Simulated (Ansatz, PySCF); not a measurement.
CuI₂, SMILES [I][Cu-][I], charge -1, multiplicity 1. Atoms are numbered in the order given.

```xyz
3

Cu     0.0000     0.0000     0.0000
I      0.0000     0.0000     2.4587
I      0.0000     0.0000    -2.4587
```
Charge -1, spin multiplicity 1.

Coordinates come from a PBE0-D3(BJ)/def2-SVPD optimisation. The multiplicity is an assumed one; other spin states were not compared. The def2 effective core potentials stand for the cores of I; spin–orbit coupling is left out.

Two levels are set side by side: PBE-D3(BJ)/def2-SVPD (Ansatz, a program for electronic structure) and PBE0-D3(BJ)/def2-SVPD (Ansatz). Each level has its own optimised geometry; the coordinates shown are those of the second. Frequencies come from the Hessian of PySCF at each geometry. Differences are taken from unrounded values.

```json
[
 {"quantity": "mean bond length (Å)", "PBE0-D3(BJ)": "2.459", "PBE-D3(BJ)": "2.456", "PBE-D3(BJ) minus PBE0-D3(BJ)": "-0.002"},
 {"quantity": "bond Cu1–I2 (Å)", "PBE0-D3(BJ)": "2.459", "PBE-D3(BJ)": "2.456", "PBE-D3(BJ) minus PBE0-D3(BJ)": "-0.002"},
 {"quantity": "bond Cu1–I3 (Å)", "PBE0-D3(BJ)": "2.459", "PBE-D3(BJ)": "2.456", "PBE-D3(BJ) minus PBE0-D3(BJ)": "-0.002"},
 {"quantity": "highest harmonic wavenumber (cm⁻¹)", "PBE0-D3(BJ)": "271", "PBE-D3(BJ)": "271", "PBE-D3(BJ) minus PBE0-D3(BJ)": "0"},
 {"quantity": "mean harmonic wavenumber (cm⁻¹)", "PBE0-D3(BJ)": "129", "PBE-D3(BJ)": "129", "PBE-D3(BJ) minus PBE0-D3(BJ)": "0"},
 {"quantity": "zero-point energy (kcal/mol)", "PBE0-D3(BJ)": "0.74", "PBE-D3(BJ)": "0.74", "PBE-D3(BJ) minus PBE0-D3(BJ)": "0.00"}
]
```

Here PBE gives about what the other level gives.
